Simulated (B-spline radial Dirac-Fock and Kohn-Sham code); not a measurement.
# Electron momentum distribution of Os²⁴⁺: Compton profiles

System: Os²⁴⁺, [Kr] 4d10 4f6.

Calculated with a radial B-spline solver, using the impulse approximation on Dirac-Fock orbitals of the configuration average with a finite nucleus. pz is in atomic units of momentum; subshell profiles are per electron, for a selection of subshells; open shells are spread over both j values by their weights.

```
  pz  J total  J 2s1/2  J 3p3/2  J 4d3/2   J 4f7/2
   0    2.956   0.0348   0.0480   0.0749    0.0600
0.42    2.949   0.0348   0.0480   0.0749    0.0600
0.56    2.943   0.0348   0.0480   0.0749    0.0600
0.74    2.934   0.0347   0.0480   0.0749    0.0600
0.99    2.916   0.0347   0.0480   0.0749    0.0600
 1.3    2.885   0.0345   0.0480   0.0749    0.0600
 1.7    2.833   0.0343   0.0479   0.0747    0.0600
 2.3    2.726   0.0339   0.0477   0.0740    0.0599
 3.1    2.529   0.0332   0.0471   0.0711    0.0594
 4.1    2.210   0.0320   0.0454   0.0628    0.0569
 5.5    1.718   0.0299   0.0412   0.0437    0.0487
 7.3    1.199   0.0267   0.0330   0.0203    0.0334
 9.7   0.7930   0.0219   0.0206  0.00575    0.0165
  13   0.5045   0.0154  0.00837  0.00291   0.00542
  17   0.3099  0.00904  0.00281  0.00263   0.00136
  23   0.1615  0.00347  0.00196  0.00130  0.000194
```

J(0) = 2.956. The 4d5/2 subshell gives the largest part, 15 %.

Mean momentum ⟨p⟩ by subshell (a.u.): 1s1/2 80.2, 2s1/2 28.6, 2p1/2 37.7, 2p3/2 33.1, 3s1/2 14.5, 3p1/2 17.3, 3p3/2 15.9, 3d3/2 19.1, 3d5/2 18.6, 4s1/2 7.82, 4p1/2 8.79, 4p3/2 8.27, 4d3/2 9.24, 4d5/2 9.06, 4f5/2 9.81, 4f7/2 9.73.
